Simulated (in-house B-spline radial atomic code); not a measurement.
Radial electron density of Rh2+, [Kr] 4d7. Method: scalar-relativistic (X2C) HSE06, spin-polarised, spherical fractional occupations, Fermi nucleus of rms radius 4.4945 fm. Calculated with a B-spline radial code for spherical atoms.

Caution: exact exchange at fractional occupations of open shells leaves self-interaction of up to several eV.

One-electron X2C: radii and densities carry no picture-change correction, so inner-shell <1/r> comes out high (for 1s by about 2 % at Z = 33, 5 % at 54, 10 % at 75, 30 % at 118) and <r> low.

Columns: r (bohr), 4πr²n(r) (electrons per bohr), bar.

```
0.000986    1.464 #
  0.0012    2.022 #
 0.00147    2.812 ##
 0.00179    3.855 ##
 0.00219    5.296 ###
 0.00267    7.184 ####
 0.00326    9.685 ######
 0.00397    12.87 ########
 0.00485    16.95 ##########
 0.00592    21.95 #############
 0.00723    27.89 #################
 0.00882    34.55 #####################
  0.0108    41.69 ##########################
  0.0131    48.21 ##############################
   0.016    53.76 #################################
  0.0196    57.11 ###################################
  0.0239    57.48 ###################################
  0.0291     55.1 ##################################
  0.0356    51.26 ###############################
  0.0434    48.71 ##############################
  0.0529    50.14 ###############################
  0.0646    56.67 ###################################
  0.0789    65.77 ########################################
  0.0962    71.63 ############################################
   0.117     69.3 ###########################################
   0.143    59.14 ####################################
   0.175    48.87 ##############################
   0.213    47.15 #############################
   0.261    53.32 #################################
   0.318    56.55 ###################################
   0.388     48.2 ##############################
   0.474    31.57 ###################
   0.578    18.35 ###########
   0.705    14.34 #########
   0.861    15.42 #########
    1.05    14.92 #########
    1.28    11.25 #######
    1.56    6.733 ####
    1.91    3.291 ##
    2.33    1.379 #
    2.84   0.4816 
    3.47   0.1295 
    4.24  0.02437 
    5.17  0.00298
```

On this grid the curve has 4 maxima, near 0.0239, 0.0962, 0.318, 0.861 bohr.

The 4p down radial function P(r) = rR(r), positive near the nucleus:

```csv
r (bohr),P
0.00147,0.001455
0.00219,0.002879
0.00326,0.005738
0.00485,0.01144
0.00723,0.02272
0.0108,0.0445
0.016,0.08326
0.0239,0.1495
0.0356,0.2449
0.0529,0.3461
0.0789,0.3772
0.117,0.2125
0.175,-0.2001
0.261,-0.5686
0.388,-0.364
0.578,0.4596
0.861,1.079
1.28,0.8774
1.91,0.3435
2.84,0.06152
4.24,0.003724
```
